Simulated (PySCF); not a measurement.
C₃H₁₀AlNO (SMILES C[N](C)[Al]([CH3])[OH]), singlet, at a GFN2-xTB geometry (such geometries of metal compounds can be far from the true shape). Base run: PBE0/6-31G run with PySCF.

PySCF was given this input:
```python
from pyscf import gto, scf, dft, solvent

mol = gto.M(
    atom='''
Al   -0.40220870   -0.07285684   -0.66861242
C    -0.67134537   -1.94115625   -1.30853071
H     0.27155226   -2.45511368   -1.49834790
H    -1.23868495   -1.93640319   -2.24027232
H    -1.22035793   -2.55117860   -0.59041046
O    -1.00349172    1.19618922   -1.52236007
H    -1.32558751    1.96442314   -1.97033990
N     0.51025538    0.23300884    0.86309821
C     1.06272941   -0.84340888    1.65702477
C     0.77948253    1.53218866    1.44294909
H     2.15278426   -0.75215848    1.74923235
H     0.63978434   -0.84958138    2.67000445
H     0.83264003   -1.79473628    1.17828927
H     0.34521195    1.61770235    2.44771641
H     1.85882876    1.71516497    1.52656889
H     0.34348868    2.30270337    0.80805487
''',
    basis='6-31g',
    verbose=4,
)

mf = dft.RKS(mol)
mf.xc = 'pbe0'
mf.kernel()
```

Variants of this job, named by their change:

```json
[
 {"change": "base", "ΔE vs base (kcal/mol)": "0.000", "dipole (D)": "0.62", "HOMO-LUMO gap (eV)": "6.41"},
 {"change": "model = C-PCM; solvent = dichloromethane", "ΔE vs base (kcal/mol)": "-3.89", "dipole (D)": "0.63", "HOMO-LUMO gap (eV)": "6.48"},
 {"change": "model = IEF-PCM; solvent = n-hexane", "ΔE vs base (kcal/mol)": "?", "dipole (D)": "0.64", "HOMO-LUMO gap (eV)": "?"},
 {"change": "model = IEF-PCM; solvent = 2-propanol", "ΔE vs base (kcal/mol)": "-4.02", "dipole (D)": "0.63", "HOMO-LUMO gap (eV)": "6.48"},
 {"change": "model = COSMO; solvent = dichloromethane", "ΔE vs base (kcal/mol)": "-3.67", "dipole (D)": "0.63", "HOMO-LUMO gap (eV)": "6.47"},
 {"change": "model = SS(V)PE; solvent = dichloromethane", "ΔE vs base (kcal/mol)": "-3.61", "dipole (D)": "0.64", "HOMO-LUMO gap (eV)": "6.47"},
 {"change": "model = IEF-PCM; solvent = dichloromethane; lebedev_order = 11", "ΔE vs base (kcal/mol)": "?", "dipole (D)": "0.63", "HOMO-LUMO gap (eV)": "?"},
 {"change": "model = IEF-PCM; solvent = dimethylsulfoxide", "ΔE vs base (kcal/mol)": "-4.24", "dipole (D)": "0.63", "HOMO-LUMO gap (eV)": "6.48"},
 {"change": "model = IEF-PCM; solvent = dichloromethane; lebedev_order = 41", "ΔE vs base (kcal/mol)": "-3.65", "dipole (D)": "0.64", "HOMO-LUMO gap (eV)": "6.47"},
 {"change": "model = IEF-PCM; solvent = acetonitrile", "ΔE vs base (kcal/mol)": "-4.19", "dipole (D)": "0.63", "HOMO-LUMO gap (eV)": "6.48"},
 {"change": "model = ddCOSMO; solvent = dichloromethane", "ΔE vs base (kcal/mol)": "?", "dipole (D)": "?", "HOMO-LUMO gap (eV)": "?"},
 {"change": "model = IEF-PCM; solvent = dichloromethane", "ΔE vs base (kcal/mol)": "-3.62", "dipole (D)": "0.64", "HOMO-LUMO gap (eV)": "6.47"}
]
```

Complete the blanks.


- model = IEF-PCM; solvent = n-hexane, ΔE vs base (kcal/mol): -1.51
- model = IEF-PCM; solvent = n-hexane, HOMO-LUMO gap (eV): 6.44
- model = IEF-PCM; solvent = dichloromethane; lebedev_order = 11, ΔE vs base (kcal/mol): -3.33
- model = IEF-PCM; solvent = dichloromethane; lebedev_order = 11, HOMO-LUMO gap (eV): 6.46
- model = ddCOSMO; solvent = dichloromethane, ΔE vs base (kcal/mol): -2.15
- model = ddCOSMO; solvent = dichloromethane, dipole (D): 0.61
- model = ddCOSMO; solvent = dichloromethane, HOMO-LUMO gap (eV): 6.45

The base is the gas phase, so ΔE is the electrostatic part of solvation at a fixed geometry, without cavity and dispersion terms.
